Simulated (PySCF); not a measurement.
C4H8Ge, singlet, at a GFN2-xTB geometry. Base run: DF-CAMB3LYP/def2-SV(P) (PySCF).

Here is a job for PySCF.
```python
from pyscf import gto, scf, dft

mol = gto.M(
    atom='''
Ge    0.067143   -0.360082    0.359111
C    -1.658920    0.091715   -0.433443
C    -2.676963    0.602860    0.238635
C     1.497512    0.731104   -0.399179
C     2.524875    0.248503   -1.078106
H    -0.023333   -0.147392    1.846401
H     0.394877   -1.808992    0.117012
H    -1.762770   -0.079496   -1.498406
H    -3.617560    0.854587   -0.229058
H    -2.611091    0.789447    1.299542
H     1.416494    1.802170   -0.255848
H     3.296540    0.878955   -1.495126
H     2.639238   -0.811770   -1.243519
''',
    basis='def2-sv(p)',
    charge=0,
    spin=0,
    verbose=4,
    max_memory=1800,
)

mf = dft.RKS(mol)
mf.xc = 'camb3lyp'
mf = mf.density_fit(auxbasis='def2-universal-jkfit')
mf.kernel()
```

All variants below ran on the same shared machine, one core each. Differences are taken from the largest basis of the def2 family in the series, which isn't the basis-set limit (def2-TZVPP: -2234.267442 Eh). The cheapest run took roughly 13 core-seconds.

```tsv
setting	basis functions	cost, times the cheapest (rough)	difference in total energy (mEh)
def2-SV(P)	104	1	464.32
def2-SVP	128	1	446.08
def2-TZVP	220	3	2.97
def2-TZVPP	284	4	reference
```

Times come from a shared machine, hold the start-up and are rough. Total energies converge more slowly with the basis than energy differences do.
